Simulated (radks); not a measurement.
Spherical quantum dot in the effective-mass picture: electrons in a parabolic well V = omega^2 r^2 / 2 with omega = 0.732, all in effective atomic units (hartree* = m*/eps^2 hartree, bohr* = eps/m* bohr), one dielectric constant everywhere. Method: non-relativistic Kohn-Sham, LDA (Slater exchange, Perdew-Wang correlation), spin-polarised, spherical densities; computed with a radial shooting solver with Libxc functionals. Levels are named by radial order and angular momentum (1s, 1p, 1d, 2s, ...), and open shells are averaged over m.

N = 15, configuration 1s2 1p6 1d(up 5, down 2). This is the lowest configuration that the search found. Occupied and some empty levels:

| level | occupation | eigenvalue (hartree*) | <r> (bohr*) |
|---|---|---|---|
| 1s up | 1 | 6.8551 | 1.919 |
| 1s down | 1 | 6.8864 | 1.894 |
| 1p up | 3 | 7.2054 | 2.391 |
| 1p down | 3 | 7.2454 | 2.384 |
| 1d up | 5 | 7.6052 | 2.721 |
| 1d down | 2 | 7.6473 | 2.725 |
| 2s up | 0 | 7.7007 | 2.349 |
| 2s down | 0 | 7.7269 | 2.365 |
| 1f up | 0 | 8.0487 | 2.985 |
| 1f down | 0 | 8.0895 | 2.993 |
| 2p up | 0 | 8.1944 | 2.658 |
| 2p down | 0 | 8.2212 | 2.664 |

Energy (hartree*): total 71.3489, kinetic 9.1294, external 26.971, Hartree 40.757, exchange-correlation -5.5087.

Electron density:

| r (bohr*) | n(r) (e/bohr*^3) |
|---|---|
| 0.364 | 0.07143 |
| 0.755 | 0.08582 |
| 1.15 | 0.1061 |
| 1.54 | 0.1239 |
| 1.93 | 0.1285 |
| 2.32 | 0.1134 |
| 2.71 | 0.08227 |
| 3.10 | 0.04766 |
| 3.49 | 0.02148 |
| 3.88 | 0.007453 |
| 4.27 | 0.001970 |
| 4.66 | 0.0003995 |
| 5.05 | 0.00006176 |
